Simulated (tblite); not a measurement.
Compound: C2H6AsB2O (doublet state).
Bonds: B1–O2, O2–B3, B3–As4, B3–C5, C5–C6 (double). Hydrogens: H7, H8 on B1; H9, H10 on As4; H11, H12 on C6.
Bond orders are those of one Lewis drawing.

Computed with GFN2-xTB (tblite), gas phase: L-BFGS steps from a force-field or distance-geometry start until the largest atomic force falls under 0.01 eV/Å.

Step 94: E = -441.0662 eV
```
atom  x, y, z in Å  |  force x, y, z in eV/Å
B1      1.0627    2.1518   -0.5067   -0.020   0.045   0.035
O2      0.6143    1.0171   -0.0859    0.004  -0.047  -0.007
B3      0.1807   -0.1913    0.2147   -0.001  -0.087   0.001
As4     1.4808   -1.8152    0.0174    0.008   0.006  -0.007
C5     -1.1917   -0.4904    0.6778    0.053   0.047  -0.007
C6     -2.3998   -0.8711    0.9247    0.005   0.032  -0.068
H7      0.9008    2.4626   -1.6350   -0.014   0.030  -0.055
H8      1.6254    2.8742    0.2382    0.050   0.035   0.038
H9      2.6172   -0.9898   -0.5395   -0.042   0.032   0.035
H10     1.0388   -2.0810   -1.3978   -0.029  -0.047  -0.013
H11    -3.0816   -1.2189    0.1564   -0.021  -0.084  -0.066
H12    -2.8463   -0.8486    1.9097    0.008   0.038   0.115
```

Step 95: E = -441.0678 eV
```
atom  x, y, z in Å  |  force x, y, z in eV/Å
B1      1.0628    2.1553   -0.5089   -0.040  -0.014   0.075
O2      0.6102    1.0157   -0.1016    0.016  -0.025  -0.009
B3      0.1769   -0.1908    0.2108    0.001  -0.017  -0.004
As4     1.4769   -1.8133    0.0145    0.009  -0.028   0.026
C5     -1.1908   -0.4821    0.6941    0.114   0.033  -0.036
C6     -2.3979   -0.8719    0.9296   -0.019   0.036  -0.067
H7      0.9013    2.4789   -1.6330   -0.015   0.037  -0.060
H8      1.6276    2.8666    0.2465    0.044   0.022   0.019
H9      2.6173   -0.9921   -0.5399   -0.055   0.037   0.019
H10     1.0386   -2.0944   -1.3988   -0.024  -0.027  -0.017
H11    -3.0634   -1.2330    0.1528   -0.033  -0.088  -0.047
H12    -2.8583   -0.8395    1.9079    0.001   0.034   0.102
```

Problem. Estimate the geometry and energy of step 96. (The exact step hangs on the optimiser's Hessian estimate; all steps are aligned on step 95, rigid shifts and turns removed.)

Solution. E = -441.0691 eV, largest force 0.094 eV/Å
```
atom  x, y, z in Å  |  force x, y, z in eV/Å
B1      1.0611    2.1575   -0.5078   -0.044  -0.033   0.039
O2      0.6122    1.0130   -0.1098    0.005  -0.038   0.008
B3      0.1749   -0.1912    0.2086    0.006   0.032   0.000
As4     1.4714   -1.8148    0.0106    0.015  -0.053   0.050
C5     -1.1876   -0.4732    0.7107    0.079  -0.007  -0.050
C6     -2.3957   -0.8715    0.9322   -0.013   0.055  -0.046
H7      0.8927    2.4901   -1.6285   -0.020   0.041  -0.060
H8      1.6318    2.8622    0.2474    0.055   0.030   0.042
H9      2.6143   -0.9940   -0.5379   -0.054   0.037   0.006
H10     1.0406   -2.1047   -1.4029   -0.025  -0.011  -0.021
H11    -3.0444   -1.2465    0.1457   -0.018  -0.075   0.011
H12    -2.8702   -0.8275    1.9057    0.015   0.022   0.022
```

The energy changes by -0.0012 eV. The first-order estimate −F·Δx gives -0.0019 eV and the mean of the old and new forces, exact on a quadratic surface, -0.0012 eV. The step makes an angle of 80° with the force vector and moves no atom by more than 0.024 Å.

What follows is the cost of the whole relaxation. Time: 0.91 s wall. Hardware: one thread, Arm Neoverse V1 (aarch64), shared host.
